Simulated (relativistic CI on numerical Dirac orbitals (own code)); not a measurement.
# Calculated levels, Pr XIV

Computed by Dirac-Coulomb-Breit CI, separate exchange-only KLI orbitals for each configuration, model QED, unscaled Slater integrals (own radial code, finite nucleus).

CI space (outside the closed core [Ar] 3d10): 4s2.4p6.4d10, 4s2.4p6.4d9.4f, 4s2.4p6.4d9.5s, 4s2.4p5.4d10.4f, 4s2.4p6.4d9.5p, 4s2.4p6.4d9.5d, 4s.4p6.4d10.4f, 4s2.4p6.4d9.6s, 4s2.4p6.4d9.5f. Double excitations out of closed p, d and f shells are left out; levels of such configurations are missing from the list, as are those of other unlisted configurations, and high levels can miss mixing partners.

```tsv
No.	Configuration	Term	J	E (eV)	%	Landé g	Lifetime (s)	jj configuration (%)
1	4s2.4p6.4d10	1S	0	0.000	100			closed (100)
2	4s2.4p6.4d9.4f	3P°	0	111.745	100			4d5/2^5 4f5/2 (100)
3	4s2.4p6.4d9.5s	3D	3	111.972	100	1.333		4d5/2^5 5s (100)
4	4s2.4p6.4d9.4f	3P°	1	112.403	97	1.469	2.01e-09	4d5/2^5 4f5/2 (67)
5	4s2.4p6.4d9.5s	3D	2	112.590	55	1.090	3.17e-07	4d5/2^5 5s (98)
6	4s2.4p6.4d9.4f	3P°	2	113.744	89	1.457	1.41e-04	4d5/2^5 4f7/2 (53)
7	4s2.4p6.4d9.4f	3H°	6	115.448	100	1.166	1.47e+08	4d5/2^5 4f7/2 (100)
8	4s2.4p6.4d9.5s	3D	1	115.881	100	0.497	1.34e-03	4d3/2^3 4d5/2^6 5s (100)
9	4s2.4p6.4d9.4f	3H°	5	115.899	77	1.027	1.02e+00	4d5/2^5 4f5/2 (92)
10	4s2.4p6.4d9.5s	1D	2	116.423	55	1.074	2.37e-07	4d3/2^3 4d5/2^6 5s (98)
11	4s2.4p6.4d9.4f	3F°	2	117.397	39	0.912	1.07e-04	4d5/2^5 4f5/2 (75)
12	4s2.4p6.4d9.4f	3F°	3	117.529	53	1.181	5.64e-05	4d5/2^5 4f5/2 (68)
13	4s2.4p6.4d9.4f	3H°	4	117.665	71	0.877	2.34e-03	4d5/2^5 4f5/2 (60)
14	4s2.4p6.4d9.4f	3F°	4	118.096	83	1.196	1.43e-04	4d5/2^5 4f7/2 (89)
15	4s2.4p6.4d9.4f	3D°	1	119.007	97	0.530	2.31e-10	4d3/2^3 4d5/2^6 4f5/2 (45)
16	4s2.4p6.4d9.4f	3G°	5	119.225	49	1.099	1.42e-02	4d5/2^5 4f7/2 (87)
17	4s2.4p6.4d9.4f	3D°	3	119.729	45	1.131	4.12e-05	4d5/2^5 4f7/2 (50)
18	4s2.4p6.4d9.4f	3D°	2	119.847	45	1.127	1.95e-04	4d3/2^3 4d5/2^6 4f7/2 (61)
19	4s2.4p6.4d9.4f	1G°	4	120.604	46	0.969	3.19e-03	4d3/2^3 4d5/2^6 4f5/2 (54)
20	4s2.4p6.4d9.4f	3F°	2	121.157	60	0.833	5.54e-05	4d3/2^3 4d5/2^6 4f5/2 (86)
21	4s2.4p6.4d9.4f	3G°	5	121.516	50	1.103	1.69e-03	4d3/2^3 4d5/2^6 4f7/2 (80)
22	4s2.4p6.4d9.4f	3G°	3	122.700	68	0.868	1.32e-04	4d3/2^3 4d5/2^6 4f7/2 (54)
23	4s2.4p6.4d9.4f	3G°	4	123.334	50	1.053	2.09e-04	4d3/2^3 4d5/2^6 4f7/2 (93)
24	4s2.4p6.4d9.4f	1F°	3	124.850	81	0.983	3.47e-06	4d3/2^3 4d5/2^6 4f5/2 (60)
25	4s2.4p6.4d9.5p	3P°	2	133.916	70	1.377	1.67e-10	4d5/2^5 5p1/2 (95)
26	4s2.4p6.4d9.5p	3F°	3	134.475	51	1.092	1.65e-10	4d5/2^5 5p1/2 (99)
27	4s2.4p6.4d9.5p	3F°	2	137.972	86	0.743	1.59e-10	4d3/2^3 4d5/2^6 5p1/2 (94)
28	4s2.4p6.4d9.5p	3P°	1	138.585	61	1.131	6.09e-11	4d3/2^3 4d5/2^6 5p1/2 (73)
29	4s2.4p6.4d9.5p	3F°	4	139.530	100	1.249	8.34e-11	4d5/2^5 5p3/2 (100)
30	4s2.4p6.4d9.5p	1D°	2	140.541	62	1.134	8.39e-11	4d5/2^5 5p3/2 (90)
31	4s2.4p6.4d9.5p	1P°	1	140.639	81	1.054	2.85e-12	4d5/2^5 5p3/2 (72)
32	4s2.4p6.4d9.5p	3D°	3	141.171	73	1.243	7.57e-11	4d5/2^5 5p3/2 (99)
33	4s2.4p6.4d9.5p	3P°	0	142.391	100		9.08e-11	4d3/2^3 4d5/2^6 5p3/2 (100)
34	4s2.4p6.4d9.5p	3F°	3	143.947	48	1.078	8.32e-11	4d3/2^3 4d5/2^6 5p3/2 (99)
35	4s2.4p6.4d9.5p	3D°	1	144.229	62	0.811	9.34e-12	4d3/2^3 4d5/2^6 5p3/2 (91)
36	4s2.4p6.4d9.5p	3D°	2	144.918	57	1.074	7.62e-11	4d3/2^3 4d5/2^6 5p3/2 (98)
37	4s2.4p6.4d9.4f	1P°	1	152.540	98	0.998	2.83e-13	4d5/2^5 4f7/2 (52)
38	4s2.4p6.4d9.5d	3S	1	173.800	75	1.862	1.46e-11	4d5/2^5 5d3/2 (73)
39	4s2.4p6.4d9.5d	3G	4	175.227	56	1.034	1.40e-11	4d5/2^5 5d3/2 (98)
40	4s2.4p6.4d9.5d	3P	2	175.564	50	1.307	1.40e-11	4d5/2^5 5d3/2 (89)
41	4s2.4p6.4d9.5d	1P	1	175.963	53	1.018	1.73e-11	4d5/2^5 5d5/2 (75)
42	4s2.4p6.4d9.5d	3G	5	175.965	100	1.199	1.61e-11	4d5/2^5 5d5/2 (100)
43	4s2.4p6.4d9.5d	3D	3	176.122	40	1.138	1.41e-11	4d5/2^5 5d3/2 (92)
44	4s2.4p6.4d9.5d	3D	3	176.967	46	1.121	1.63e-11	4d5/2^5 5d5/2 (91)
45	4s2.4p6.4d9.5d	1D	2	177.116	46	1.120	1.61e-11	4d5/2^5 5d5/2 (87)
```

Energies count from the lowest computed level; ° marks odd parity; lifetimes are radiative, by E1, M1, E2, M2, E3 decay to levels of this space only; some are left blank where a channel outside the calculation adds to the decay or the decay crosses a small, uncertain gap. Filled j subshells are mostly left out of the jj labels.

The mean weight of the leading LS term, summed over parents, in these 45 levels is 69 %, and that of the leading jj configuration (from the same eigenvectors) 83 %, so jj coupling describes them better and the LS labels are nominal.

At this charge energies of transitions that change n are usually good to better than 1 %, and those within a shell (Δn = 0) to a few per cent. Levels and lines within the n = 5 or 6 shells can be off by up to 10 % or somewhat more, and those that change n by about 2 %, since core polarisation is missing.

LS names give the leading component of a level, which can be under half, so a name can repeat, a term be missing and a line seem to break the LS rules.
